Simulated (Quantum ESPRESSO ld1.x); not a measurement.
Problem. Coherent X-ray form factor from a spherical all-electron density. Method: Dirac Kohn-Sham, relativistic LDA (MacDonald-Vosko exchange, VWN5 correlation), spin-unpolarised, spherical densities, point nucleus; computed with ld1.x of Quantum ESPRESSO 7.5.

sin(theta)/lambda (1/angstrom)  f0 (electrons)
0.05                                    43.336
0.1                                     41.521
0.15                                    38.975
0.2                                     36.136
0.25                                    33.324
0.3                                     30.720
0.4                                     26.390
0.5                                     23.182
0.6                                     20.797
0.8                                     17.299
1                                       14.412
1.25                                    11.280
1.5                                      8.890
2                                        6.273

The species is in the configuration that NIST lists as its ground one. Which atom or ion scatters so?

Solution. The rhodium ion Rh+, [Kr] 4d8. Extrapolating in s^2 from the first two rows gives f0(0) = 43.9, near the electron count 44; among species with that count, the fall with angle is slower the higher Z, and the table is that of Z = 45; from so few rows the species is fixed only to a neighbour or two.
